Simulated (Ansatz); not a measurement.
Geometry optimisation, RKS PBE-D4/def2-mTZVP (Ansatz 0.2.0).

The input (input.yaml):

```yaml
crystal:
  periodic: [false, false, false]
  atoms:
    - { symbol: Cl, position_ang: [1.3066, 0.4688, 1.5095] }
    - { symbol: Sb, position_ang: [-0.8606, -0.1544, 0.5682] }
    - { symbol: Cl, position_ang: [0.1473, -1.8982, -0.728] }
    - { symbol: Br, position_ang: [-0.5378, 1.5235, -1.37] }
basis:
  gaussian: { orbitals: def2-mTZVP }
hamiltonian:
  xc: pbe
  dispersion: d4
relax:
  f_tol: 0.015
  max_steps: 40
```

Command:

```bash
$ ansatz run input.yaml --threads 2 --pin off --max-ram 3072MiB --backend cpu --events-out ev --progress --plain --runs-dir out
```

Where does it end, and by what steps?

The run converged. After 3 steps the energy has fallen by 0.163 eV; Sb2 moved furthest, 0.17 Å.

```csv
step,energy less start (eV),largest force component (eV/Å),accepted
0,0.0000,1.314,yes
1,-0.1597,0.184,yes
2,-0.1627,0.017,yes
3,-0.1628,0.004,yes
```

```xyz
4
Properties=species:S:1:pos:R:3
Cl 1.300 0.473 1.614
Sb -0.720 -0.117 0.479
Cl 0.105 -2.014 -0.720
Br -0.629 1.597 -1.393
```

The run took 10 s on 2 threads of Arm Neoverse V2, with other jobs on the host, peak memory 0.17 GiB.
